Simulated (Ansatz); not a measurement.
## Ansatz (development build ahead of 0.2.0) run

```yaml
crystal:
  periodic: [false, false, false]
  atoms:
    - { symbol: Mg, position_ang: [0.0, 0.0, 0.0] }
basis:
  gaussian: { orbitals: cc-pVDZ }
hamiltonian:
  xc: hf
```

The input is written out in the form of the current development build from the run's settings.

The run gave:

```json
{
  "Converged": "yes",
  "Total energy": "-199.60830 hartree",
  "Spin squared of the determinant": "0.000"
}
```
